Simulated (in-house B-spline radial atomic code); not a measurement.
Br III (Br2+) is squeezed into an impenetrable sphere of radius R (the orbitals vanish at R). Caution: exact exchange at fractional occupations of open shells leaves self-interaction of up to several eV. All numbers are computed (non-relativistic PBE0, spin-polarised, spherical fractional occupations; point nucleus) with a B-spline radial code for spherical atoms, not measured.

Energies in eV above the free ion in [Ar] 3d10 4s2 4p3:

```
R (bohr)  highest level (eV)  [Ar] 3d10 4s2 4p3  [Ar] 3d10 4s2 4p2 4f1  [Ar] 3d10 4s2 4p2 4d1  -dE/dV in [Ar] 3d10 4s2 4p3 (GPa)
     8.1               -31.1           5.63e-05                  29.25                  19.38                           0.000208
    5.98                 -31            0.01471                  31.67                  19.64                             0.0889
    4.84               -30.8             0.2414                  35.32                  20.64                               2.12
    4.03               -29.9              1.609                  41.33                  23.55                               19.6
    3.67               -28.9              3.654                  46.46                  26.84                               52.8
    2.94               -22.8              18.74                  70.84                  46.48                                416
    2.67               -17.7              34.26                  91.07                  64.78                                927
    2.26               -2.34              87.11                  152.1                  123.6                               3410
    1.98                  19              169.7                  239.5                  211.6                               9130
     1.3                 213               1110                   1145                   1157                             181000
```

Task: Does [Ar] 3d10 4s2 4p2 4f1 fall below [Ar] 3d10 4s2 4p3 under compression?

Result: No, it stays above over the whole range.

Task: Does [Ar] 3d10 4s2 4p2 4d1 fall below [Ar] 3d10 4s2 4p3 under compression?

Result: No, it stays above over the whole range.

The highest level is first positive in the row R = 1.98 bohr, pushed up by confinement above the zero of the free ion's potential. Each configuration is held fixed and needn't be the lowest in the sphere.
